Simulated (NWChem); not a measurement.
System: C₂H₄ClFSi; SMILES C=C(F)[SiH2]Cl

Here is an NWChem input.

```
start job
memory heap 200 mb stack 900 mb global 1100 mb
geometry units angstroms noautoz
  C     -1.560580     1.260103     0.000000
  C     -0.231080     1.215604     0.000000
  F      0.491258     2.353648     0.000000
  Si     0.872653    -0.309328     0.000000
  Cl    -0.332495    -1.989683     0.000000
  H     -2.130953     0.330019     0.000000
  H     -2.093843     2.214892     0.000000
  H      1.725870    -0.319199    -1.218595
  H      1.725870    -0.319199     1.218595
end
basis spherical
  * library def2-tzvp
end
dft
  xc xctpssh
  iterations 150
  semidirect filesize 400000000
  mulliken
end
task dft energy
```

NWChem printed, in part:

```
             Northwest Computational Chemistry Package (NWChem) 7.3.0
             --------------------------------------------------------

 CS  symmetry detected

                             Geometry "geometry" -> ""
                             -------------------------

 Output coordinates in angstroms (scale by  1.889725989 to convert to a.u.)

  No.       Tag          Charge          X              Y              Z
 ---- ---------------- ---------- -------------- -------------- --------------
    1 C                    6.0000    -1.57484536     1.23403139     0.00000000
    2 C                    6.0000    -0.24473801     1.21493056     0.00000000
    3 F                    9.0000     0.45573453     2.36656182     0.00000000
    4 Si                  14.0000     0.88791601    -0.28864486     0.00000000
    5 Cl                  17.0000    -0.28492172    -1.99170865     0.00000000
    6 H                    1.0000    -2.12735211     0.29322435     0.00000000
    7 H                    1.0000    -2.12624513     2.17846230     0.00000000
    8 H                    1.0000     1.74116591    -0.28221979    -1.21859500
    9 H                    1.0000     1.74116591    -0.28221979     1.21859500

 Effective nuclear repulsion energy (a.u.)     268.6504283853

      Symmetry information
      --------------------

 Group name             Cs
 Group number              2
 Group order               2
 No. of unique centers     8

                                 NWChem DFT Module
                                 -----------------

 Summary of "ao basis" -> "ao basis" (spherical)
 ------------------------------------------------------------------------------
       Tag                 Description            Shells   Functions and Types
 ---------------- ------------------------------  ------  ---------------------
 C                         def2-tzvp                11       31   5s3p2d1f
 F                         def2-tzvp                11       31   5s3p2d1f
 Si                        def2-tzvp                13       37   5s5p2d1f
 Cl                        def2-tzvp                13       37   5s5p2d1f
 H                         def2-tzvp                 4        6   3s1p

      Symmetry analysis of basis
      --------------------------

        a'        129
        a"         62

            General Information
            -------------------
          SCF calculation type: DFT
          Wavefunction type:  closed shell.
          No. of atoms     :     9
          No. of electrons :    56
           Alpha electrons :    28
            Beta electrons :    28
          Charge           :     0
          Spin multiplicity:     1
          Use of symmetry is: on ; symmetry adaption is: on
          Maximum number of iterations: 150
          AO basis - number of functions:   191
                     number of shells:    75
          Convergence on energy requested:  1.00D-06
          Convergence on density requested:  1.00D-05
          Convergence on gradient requested:  5.00D-04

              XC Information
              --------------
                  TPSS hybrid Method XC Functional
                     Hartree-Fock (Exact) Exchange  0.100
                  TPSS metaGGA Exchange Functional  0.900
             TPSS03 metaGGA Correlation Functional  1.000

             Grid Information
             ----------------
          Grid used for XC integration:  medium
          Radial quadrature: Mura-Knowles
          Angular quadrature: Lebedev.
          Tag              B.-S. Rad. Rad. Pts. Rad. Cut. Ang. Pts.
          ---              ---------- --------- --------- ---------
          C                   0.70       49          11.0       434
          F                   0.50       49          11.0       434
          Si                  1.10       88          11.0       590
          Cl                  1.00       88          12.0       590
          H                   0.35       45          12.0       434
          Grid pruning is: on
          Number of quadrature shells:   458
          Spatial weights used:  Erf1

      Superposition of Atomic Density Guess
      -------------------------------------

 Sum of atomic energies:        -925.07307068

      Non-variational initial energy
      ------------------------------

 Total energy =    -926.941851
 1-e energy   =   -1812.484266
 2-e energy   =     616.891988
 HOMO         =      -0.308096
 LUMO         =       0.009576

      Symmetry analysis of molecular orbitals - initial
      -------------------------------------------------

  Numbering of irreducible representations:

     1 a'          2 a"

  Orbital symmetries:

     1 a'          2 a'          3 a'          4 a'          5 a'
     6 a'          7 a'          8 a'          9 a"         10 a'
    11 a'         12 a"         13 a'         14 a'         15 a'
    16 a'         17 a'         18 a'         19 a"         20 a'
    21 a'         22 a'         23 a"         24 a'         25 a'
    26 a"         27 a'         28 a"         29 a"         30 a'
    31 a'         32 a'         33 a'         34 a'         35 a"
    36 a'         37 a'         38 a"

------------------------------------------------------------
EAF file 0: "./job.aoints.0" size=323485696 bytes
------------------------------------------------------------
               write      read    awrite     aread      wait
               -----      ----    ------     -----      ----
     calls:      617         0         0         0         0
   data(b): 3.23e+08  0.00e+00  0.00e+00  0.00e+00
   time(s): 0.00e+00  0.00e+00  0.00e+00  0.00e+00  0.00e+00
rate(mb/s): 0.00e+00  0.00e+00
------------------------------------------------------------

     ---------------------------------------------
      Total Density - Mulliken Population Analysis
     ---------------------------------------------

    Atom       Charge   Shell Charges
 -----------   ------   -------------------------------------------------------
    1 C    6     6.51   0.86  1.12  0.58  0.66  0.12  1.27  1.35  0.50  0.01  0.02  0.01
    2 C    6     5.69   0.86  1.12  0.55  0.63  0.10  1.00  1.10  0.18  0.03  0.10  0.01
    3 F    9     9.34   0.77  1.20  0.61  1.00  0.31  2.31  2.30  0.83  0.00  0.01  0.00
    4 Si  14    13.33   2.00  0.59  1.39  0.85  0.41  4.11  1.73  0.48  1.13  0.35  0.11  0.14  0.03
    5 Cl  17    17.39   2.01  0.45  1.52  1.11  0.84  4.19  1.69  1.11  2.96  1.51  0.00  0.02  0.00
    6 H    1     0.82   0.23  0.44  0.12  0.02
    7 H    1     0.83   0.23  0.44  0.13  0.02
    8 H    1     1.05   0.23  0.54  0.27  0.01
    9 H    1     1.05   0.23  0.54  0.27  0.01

   convergence    iter        energy       DeltaE   RMS-Dens  Diis-err
 ---------------- ----- ----------------- --------- --------- ---------
 d= 0,ls=0.0,diis     1   -928.2294479760 -1.20D+03  4.79D-03  9.80D-01
 d= 0,ls=0.0,diis     2   -928.1852396966  4.42D-02  3.17D-03  1.16D+00
 d= 0,ls=0.0,diis     3   -928.2903607523 -1.05D-01  1.03D-03  1.71D-01
 d= 0,ls=0.0,diis     4   -928.3071201670 -1.68D-02  3.99D-04  1.58D-02
 d= 0,ls=0.0,diis     5   -928.3090585069 -1.94D-03  1.20D-04  1.94D-03
  Resetting Diis
 d= 0,ls=0.0,diis     6   -928.3092242816 -1.66D-04  4.04D-05  1.65D-04
 d= 0,ls=0.0,diis     7   -928.3092431298 -1.88D-05  1.43D-05  5.17D-06
 d= 0,ls=0.0,diis     8   -928.3092426807  4.49D-07  8.63D-06  9.43D-06

         Total DFT energy =     -928.309242680665
      One electron energy =    -1815.763154349771
           Coulomb energy =      690.862789175488
    Exchange-Corr. energy =      -72.059305891687
 Nuclear repulsion energy =      268.650428385304

 Numeric. integr. density =       55.999999909711

                  Occupations of the irreducible representations
                  ----------------------------------------------

                     irrep           alpha         beta
                     --------     --------     --------
                     a'               22.0         22.0
                     a"                6.0          6.0

                       DFT Final Molecular Orbital Analysis
                       ------------------------------------

 Vector   26  Occ=2.000000D+00  E=-3.126579D-01  Symmetry=a"
              MO Center=  2.2D-01, -1.5D+00, -2.8D-14, r^2= 2.8D+00
   Bfn.  Coefficient  Atom+Function         Bfn.  Coefficient  Atom+Function
  ----- ------------  ---------------      ----- ------------  ---------------
   147      0.475717  5 Cl pz               150      0.304647  5 Cl pz
   144      0.223685  5 Cl pz               138     -0.181413  5 Cl pz
   181      0.135521  8 H  s                187     -0.135521  9 H  s
   110     -0.128675  4 Si pz               182      0.098145  8 H  s
   188     -0.098145  9 H  s                141     -0.086027  5 Cl pz

 Vector   27  Occ=2.000000D+00  E=-3.087648D-01  Symmetry=a'
              MO Center=  1.9D-02, -3.8D-01,  2.2D-14, r^2= 4.4D+00
   Bfn.  Coefficient  Atom+Function         Bfn.  Coefficient  Atom+Function
  ----- ------------  ---------------      ----- ------------  ---------------
   145      0.301659  5 Cl px               146     -0.240299  5 Cl py
   148      0.197590  5 Cl px               149     -0.156190  5 Cl py
    69      0.151560  3 F  py                37      0.150597  2 C  px
    36      0.145711  2 C  s                142      0.142639  5 Cl px
    38     -0.139958  2 C  py                68     -0.134853  3 F  px

 Vector   28  Occ=2.000000D+00  E=-2.663800D-01  Symmetry=a"
              MO Center= -7.3D-01,  1.3D+00, -5.8D-15, r^2= 2.1D+00
   Bfn.  Coefficient  Atom+Function         Bfn.  Coefficient  Atom+Function
  ----- ------------  ---------------      ----- ------------  ---------------
     8      0.291281  1 C  pz                11      0.264006  1 C  pz
    39      0.253814  2 C  pz                42      0.237971  2 C  pz
    70     -0.214097  3 F  pz                14      0.181268  1 C  pz
    73     -0.172808  3 F  pz                76     -0.143843  3 F  pz
    45      0.076562  2 C  pz               182      0.057710  8 H  s

 Vector   29  Occ=0.000000D+00  E=-3.822149D-02  Symmetry=a"
              MO Center= -6.3D-01,  9.7D-01,  8.9D-15, r^2= 3.2D+00
   Bfn.  Coefficient  Atom+Function         Bfn.  Coefficient  Atom+Function
  ----- ------------  ---------------      ----- ------------  ---------------
    14      0.496844  1 C  pz                45     -0.372706  2 C  pz
     8      0.288407  1 C  pz                39     -0.274699  2 C  pz
    42     -0.274014  2 C  pz                11      0.263242  1 C  pz
   182     -0.259705  8 H  s                188      0.259705  9 H  s
   113     -0.220895  4 Si pz               110     -0.156304  4 Si pz

 Vector   30  Occ=0.000000D+00  E=-1.717294D-02  Symmetry=a'
              MO Center=  8.1D-01, -2.7D-01, -1.2D-14, r^2= 4.5D+00
   Bfn.  Coefficient  Atom+Function         Bfn.  Coefficient  Atom+Function
  ----- ------------  ---------------      ----- ------------  ---------------
   112      0.886774  4 Si py               135      0.501159  5 Cl s
   109      0.436659  4 Si py                36     -0.396109  2 C  s
    44      0.373959  2 C  py                98      0.292456  4 Si s
    43     -0.268636  2 C  px               149      0.268993  5 Cl py
   148      0.244327  5 Cl px               111      0.240102  4 Si px

 Vector   31  Occ=0.000000D+00  E= 2.335529D-02  Symmetry=a'
              MO Center=  1.1D+00, -6.1D-01, -4.2D-13, r^2= 4.3D+00
   Bfn.  Coefficient  Atom+Function         Bfn.  Coefficient  Atom+Function
  ----- ------------  ---------------      ----- ------------  ---------------
   111      1.506981  4 Si px                36      1.263125  2 C  s
   112     -0.782621  4 Si py               182     -0.683464  8 H  s
   188     -0.683464  9 H  s                 44     -0.582907  2 C  py
    98     -0.429690  4 Si s                  5     -0.341460  1 C  s
   108      0.308834  4 Si px               170      0.290118  6 H  s

------------------------------------------------------------
EAF file 0: "./job.aoints.0" size=468189184 bytes
------------------------------------------------------------
               write      read    awrite     aread      wait
               -----      ----    ------     -----      ----
     calls:      893         7         0      6244      6244
   data(b): 4.68e+08  3.67e+06  0.00e+00  3.27e+09
   time(s): 0.00e+00  0.00e+00  0.00e+00  0.00e+00  0.00e+00
rate(mb/s): 0.00e+00  0.00e+00
------------------------------------------------------------

     ---------------------------------------------
      Total Density - Mulliken Population Analysis
     ---------------------------------------------

    Atom       Charge   Shell Charges
 -----------   ------   -------------------------------------------------------
    1 C    6     6.29   0.86  1.12  0.53  0.62  0.10  1.31  1.27  0.44  0.02  0.03  0.01
    2 C    6     5.92   0.86  1.12  0.54  0.62  0.07  1.24  1.16  0.15  0.03  0.13  0.02
    3 F    9     9.19   0.77  1.20  0.62  0.98  0.35  2.27  2.12  0.86  0.00  0.01  0.00
    4 Si  14    13.63   2.00  0.57  1.39  0.89  0.32  4.13  1.69  0.58  1.35  0.27  0.16  0.23  0.04
    5 Cl  17    17.25   2.01  0.44  1.52  1.12  0.84  4.19  1.67  1.12  2.86  1.44  0.01  0.03  0.00
    6 H    1     0.85   0.27  0.47  0.09  0.02
    7 H    1     0.86   0.27  0.47  0.10  0.02
    8 H    1     1.01   0.24  0.56  0.19  0.01
    9 H    1     1.01   0.24  0.56  0.19  0.01

     -------------------------------------------
      Total Density - Lowdin Population Analysis
     -------------------------------------------

    Atom       Charge   Shell Charges
 -----------   ------   -------------------------------------------------------
    1 C    6     6.20   0.91  1.04  0.37  0.37  0.18  1.12  1.34  0.62  0.02  0.20  0.03
    2 C    6     6.45   0.91  1.03  0.37  0.34  0.19  1.08  1.25  0.57  0.05  0.56  0.10
    3 F    9     8.82   0.86  1.10  0.60  0.69  0.36  2.13  2.11  0.95  0.00  0.03  0.00
    4 Si  14    13.95   2.00  0.84  1.09  0.53  0.32  3.85  1.87  0.69  1.18  0.60  0.16  0.65  0.16
    5 Cl  17    16.78   1.98  0.84  1.14  0.90  0.76  3.93  1.90  1.26  2.49  1.54  0.01  0.04  0.00
    6 H    1     0.86   0.25  0.39  0.16  0.06
    7 H    1     0.87   0.25  0.39  0.16  0.06
    8 H    1     1.03   0.25  0.48  0.28  0.02
    9 H    1     1.03   0.25  0.48  0.28  0.02

     Multipole analysis of the density
     ---------------------------------

     L   x y z        total         alpha         beta         nuclear
     -   - - -        -----         -----         ----         -------
     0   0 0 0      0.000000    -28.000000    -28.000000     56.000000

     1   1 0 0     -0.108197     -0.054098     -0.054098      0.000000
     1   0 1 0      0.046427      0.023214      0.023214      0.000000
     1   0 0 1      0.000000      0.000000      0.000000      0.000000

     2   2 0 0    -30.096378    -94.748828    -94.748828    159.401277
     2   1 1 0     -1.501976      6.243315      6.243315    -13.988605
     2   1 0 1      0.000000      0.000000      0.000000      0.000000
     2   0 2 0    -35.103621   -271.085995   -271.085995    507.068369
     2   0 1 1     -0.000000     -0.000000     -0.000000      0.000000
     2   0 0 2    -33.139875    -21.872874    -21.872874     10.605874
```

Level: TPSSh/def2-TZVP. All runs use the structure optimised with PBE0/def2-SVP.
